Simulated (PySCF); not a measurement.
A made-up structure of Al₂H₂ClF, singlet:

```
6
angstrom
F -1.5108 -1.7273 1.1159
Al -0.7335 -0.9813 -0.1335
Al 0.8155 1.0512 0.2553
Cl 0.0036 0.8263 2.3201
H 1.5027 1.7645 -0.9844
H 1.0860 1.5931 1.7221
```

It is relaxed with PBE-D4/def2-SVP and then PBE0-D4/def2-TZVP (PySCF 2.14 with density fitting (its default auxiliary sets; JK sets also for MP2 and CCSD(T))). Atoms count as bonded within 1.22 times the sum of their covalent radii (H–H: 0.88 Å). The end point is not checked to be a true minimum.

Task: Does its bonding change? (A judgement: the text doesn't fix the answer.)

Result: The calculation gives: Yes. Formed: Al2–Cl4; broken: Cl4–H6.

Where it ends: The first stage lowers the energy by 5.37 eV in 36 steps. It ends as Al₂H₂ClF ([F][Al]1[AlH2][Cl]1):
```json
{"atom": "F1", "x (Å)": "-0.4454", "y (Å)": "-2.4960", "z (Å)": "1.2455"}
{"atom": "Al2", "x (Å)": "0.1216", "y (Å)": "-1.0408", "z (Å)": "0.7271"}
{"atom": "Al3", "x (Å)": "0.6439", "y (Å)": "1.4013", "z (Å)": "0.3529"}
{"atom": "Cl4", "x (Å)": "-0.8964", "y (Å)": "0.6974", "z (Å)": "2.0032"}
{"atom": "H5", "x (Å)": "-0.1311", "y (Å)": "2.0936", "z (Å)": "-0.8358"}
{"atom": "H6", "x (Å)": "1.9603", "y (Å)": "1.9286", "z (Å)": "1.0472"}
```

Labels in which every atom is bracketed show which atoms are joined, not bond orders.

For scale, one of the runs: PBE0-D4/def2-TZVP relaxation, 154 basis functions, launched by `OMP_NUM_THREADS=2 python run.py`. Time: 2.7 min of wall clock on 2 CPU threads of an Arm Neoverse V1; the host was shared. Peak host memory: 1.4 GiB.
